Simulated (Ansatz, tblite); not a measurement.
Removing and adding an electron: Zr(OH)Cl3 (ZrCl3OH). The state is a singlet with charge 0. Geometry: PBE-D4/def2-SVP. Ansatz, gas phase; energy differences of separate SCF runs; the oxidised species was run as a doublet alone; the reduced species was run as a doublet alone.

| atom | x (Å) | y (Å) | z (Å) |
| --- | --- | --- | --- |
| Zr1 | -0.259 | -0.003 | 0.316 |
| O2 | 0.941 | 0.009 | -1.148 |
| H3 | 1.554 | 0.016 | -1.897 |
| Cl4 | -2.456 | 0.239 | -0.490 |
| Cl5 | 0.268 | 1.783 | 1.754 |
| Cl6 | -0.048 | -2.045 | 1.465 |

In the def2 sets Zr takes a core potential; there is no spin–orbit coupling. The xTB rows come from tblite. HOMO above LUMO, or a gap near zero within one spin, warns that the state may not be the lowest or that an electron is smeared out.

Question: Estimate orbital energies and vertical ionisation energies and electron affinities at: GFN1-xTB; GFN2-xTB; PBE-D4/def2-TZVP; PBE-D4/def2-TZVPD; r2SCAN-D4/def2-TZVP; r2SCAN-D4/def2-TZVPD; PBE0-D4/def2-TZVP; PBE0-D4/def2-TZVPD.

Answer: 
| level | −HOMO (eV) | vertical IE (eV) | −LUMO (eV) | vertical EA (eV) | HOMO–LUMO gap (eV) | IE − EA (eV) | remarks |
| --- | --- | --- | --- | --- | --- | --- | --- |
| GFN1-xTB | 13.28 | 15.39 | 9.99 | 7.19 | 3.29 | 8.20 | – |
| GFN2-xTB | 12.13 | 14.50 | 8.97 | 6.25 | 3.16 | 8.25 | – |
| PBE-D4/def2-TZVP | 7.92 | 10.63 | 2.86 | – | 5.07 | – | gap within one spin near zero (+1 doublet) |
| PBE-D4/def2-TZVPD | 7.96 | – | 2.93 | 0.27 | 5.03 | – | HOMO above zero (-1 doublet), gap within one spin near zero (-1 doublet) |
| r2SCAN-D4/def2-TZVP | 8.32 | 10.93 | 2.75 | – | 5.56 | – | gap within one spin near zero (+1 doublet) |
| r2SCAN-D4/def2-TZVPD | 8.32 | – | 2.78 | 0.23 | 5.54 | – | HOMO above zero (-1 doublet) |
| PBE0-D4/def2-TZVP | 9.31 | 11.20 | 2.09 | – | 7.22 | – | – |
| PBE0-D4/def2-TZVPD | 9.33 | – | 2.15 | 0.43 | 7.18 | – | HOMO above zero (-1 doublet) |

   A HOMO above zero means that the electron is unbound at that level or that self-interaction error raises the level; the energy of removing that electron tells which. Raw xTB energy differences between charge states are shifted by several eV; the methods need an empirical correction for them.
